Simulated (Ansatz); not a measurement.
Ansatz (a program for electronic structure) input (B3LYP-D3(BJ)/def2-TZVP):

Ansatz 0.2 input:
```yaml
crystal:
  periodic: [false, false, false]
  atoms:
    - {symbol: Cs, position_ang: [-1.03899558, -0.74390483, -0.84314211]}
    - {symbol: Br, position_ang: [1.05727497, 0.72219232, 0.90093043]}
basis:
  gaussian:
    orbitals: def2-TZVP
hamiltonian:
  xc: b3lyp
  dispersion: d3bj
total_charge: -1
magnetization: {spin_polarized: true, initial_magnetization: 1}
relax: {f_tol: 0.002, max_steps: 150}
```

End of the output:

```
reference -70598.73669925 eV, -2594.4557201549 hartree; 23, 22 occupied and 54, 55 virtual orbitals, 652 factors
relax step   2: F+E_penalty+E_count = -70598.79471169 eV  Δ(F+E_penalty+E_count) = -5.140e-2 eV  max|allowed force component| = 2.181e-1 eV/Å  Δτ_max = 0.0513 Å  (32 SCF iters, accepted)
these checks for a lower state are left out or cut short: starts, cluster_reference, orbital_swaps, neighbouring_geometries, increment
integrals: 0.03 GiB planned
652 factors; integrals over basis functions are off by at most 4.0e-4 eV
mean field: 0.38 GiB planned
mean field -70598.75614750 eV, -2594.4564348652 hartree, gradient 6.4e-6 eV, S^2 0.750044; 0 other end points of the search recorded, 0 dependent functions left out
the calculation of the forces begins
reference -70598.75631601 eV, -2594.4564410575 hartree; 23, 22 occupied and 54, 55 virtual orbitals, 652 factors
relax step   3: F+E_penalty+E_count = -70598.81365560 eV  Δ(F+E_penalty+E_count) = -1.894e-2 eV  max|allowed force component| = 2.175e-3 eV/Å  Δτ_max = 0.0641 Å  (32 SCF iters, accepted)
these checks for a lower state are left out or cut short: starts, cluster_reference, orbital_swaps, neighbouring_geometries, increment
integrals: 0.03 GiB planned
652 factors; integrals over basis functions are off by at most 4.0e-4 eV
mean field: 0.38 GiB planned
mean field -70598.75613974 eV, -2594.4564345799 hartree, gradient 3.5e-5 eV, S^2 0.750044; 0 other end points of the search recorded, 0 dependent functions left out
the calculation of the forces begins
reference -70598.75630816 eV, -2594.4564407693 hartree; 23, 22 occupied and 54, 55 virtual orbitals, 652 factors
relax step   4: F+E_penalty+E_count = -70598.81365808 eV  Δ(F+E_penalty+E_count) = -2.484e-6 eV  max|allowed force component| = 3.231e-4 eV/Å  Δτ_max = 0.0009 Å  (23 SCF iters, accepted)
integrals: 0.03 GiB planned
652 factors; integrals over basis functions are off by at most 4.0e-4 eV
mean field: 0.38 GiB planned
mean field evaluation 96: about -70593.1884 eV, gradient 3.7e1 eV
mean field evaluation 128: about -70598.0394 eV, gradient 1.9e-1 eV
mean field -70598.75613974 eV, -2594.4564345799 hartree, gradient 3.5e-5 eV, S^2 0.750044; 8 other end points of the search recorded, 0 dependent functions left out
the calculation of the forces begins
reference -70598.75630816 eV, -2594.4564407693 hartree; 23, 22 occupied and 54, 55 virtual orbitals, 652 factors
Total energy: -70598.81382650 eV, -2594.4585545292 hartree
Atom 0 at    -1.116484    -0.798099    -0.907612 Å, force    -0.000323    -0.000226    -0.000269 eV/Å
Atom 1 at     1.134764     0.776387     0.965400 Å, force     0.000323     0.000226     0.000269 eV/Å
Dipole moment:     0.199687     0.139658     0.166137 e Å
```
